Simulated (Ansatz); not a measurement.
Compare A (`FB(F)C1CO1`) with its isomer B (`C=C(F)B(O)F`).

Calculated with Ansatz (gas phase, PBE0-D4/def2-TZVP geometries, no zero-point term in ΔE). CCSD(T)/CBS is the MP2 limit (def2-TZVPP, def2-QZVPP) plus CCSD(T) − MP2 in def2-TZVPP, frozen cores. Functionals use def2-TZVPP. One conformer a species, not always the lowest.

A:

Z-matrix (Å, degrees):
```
C
C 1 1.478
B 1 1.554 2 118.9
O 1 1.432 2 57.4 3 -105.0
H 1 1.088 2 116.1 3 152.1
H 2 1.087 1 119.6 3 0.9
H 2 1.087 1 117.9 3 -149.7
F 3 1.320 1 120.9 2 135.9
F 3 1.316 1 121.5 2 -42.3
```

B:

```xyz
9

C    -0.939   -0.503   -1.253
C    -0.537    0.301   -0.279
F    -1.203    1.449   -0.048
B     0.681    0.025    0.655
O     1.021    0.896    1.622
F     1.382   -1.097    0.475
H    -1.793   -0.266   -1.875
H    -0.399   -1.423   -1.432
H     1.787    0.619    2.133
```

Task: Which is lower in electronic energy at CCSD(T)/CBS, and by how much? (An estimate is asked.)

Result: Ansatz gave: B, by 13.1 kcal/mol.

Task: Give E(B) − E(A) in kcal/mol with PBE0-D4, B2PLYP, ωB97M-V, CCSD/def2-TZVPP, HF/def2-TZVPP, MP2/def2-TZVPP, r2SCAN-D4. (An estimate is asked.)

Result: Computed: PBE0-D4 -10.7, B2PLYP -13.6, ωB97M-V -12.8, CCSD/def2-TZVPP -12.4, HF/def2-TZVPP -15.2, MP2/def2-TZVPP -10.1, r2SCAN-D4 -12.1. None reverses the order clearly.

Largest T1 diagnostic: 0.013.

From PBE to PBE0 (25 % exact exchange), in def2-TZVPP and without D4, E(B) − E(A) moves by +0.9 kcal/mol. In def2-TZVPP, CCSD(T) changes the Hartree–Fock value by +2.8 kcal/mol (the triples alone add −0.0 kcal/mol) and MP2 by +5.1 kcal/mol.
